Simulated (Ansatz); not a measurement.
The first iterations of a band of C$_{2}$H$_{3}$AlS (7 atoms, charge 0, multiplicity 1).

These are results of RHF/6-31G* in Ansatz, not measurements.

```
movable images  : 7
climbing image  : yes
spring          : 5.0 eV/Å²
optimiser       : quadratic models (default)
start path      : through a guess of the saddle point
force threshold : 0.05 eV/Å
iteration limit : 60
end points      : relaxed
```

First end point:

```xyz
7
Properties=species:S:1:pos:R:3
Al -0.516 1.221 0.015
C 0.586 -0.341 0.392
C 0.364 -1.448 -0.240
S 0.050 -2.755 -1.034
H -1.660 1.098 -1.064
H -0.209 2.549 0.813
H 1.385 -0.325 1.118
```

Last end point:

```xyz
7
Properties=species:S:1:pos:R:3
Al -0.516 1.222 0.015
C 0.585 -0.342 0.391
C 0.364 -1.449 -0.241
S 0.050 -2.756 -1.033
H -0.206 2.549 0.813
H -1.662 1.101 -1.062
H 1.385 -0.325 1.116
```

| iteration | highest image above the first end (eV) | largest band force component (eV/Å) |
| --- | --- | --- |
| 1 | 11.968 | 30.208 |
| 2 | 3.713 | 10.128 |
| 3 | 1.373 | 5.069 |

**Question.** Does the band converge within its limit, and where does its top end?

**Answer.** It converged. It ended after 9 iterations with the highest image 0.219 eV above the first end. A vibrational analysis at the climbing image gives one clearly imaginary mode, 213i cm⁻¹: a first-order saddle point.

Run time: 63 s on 1 thread of Intel(R) Xeon(R) 6975P-C (Granite Rapids), with other jobs on the host, peak memory 0.15 GiB.
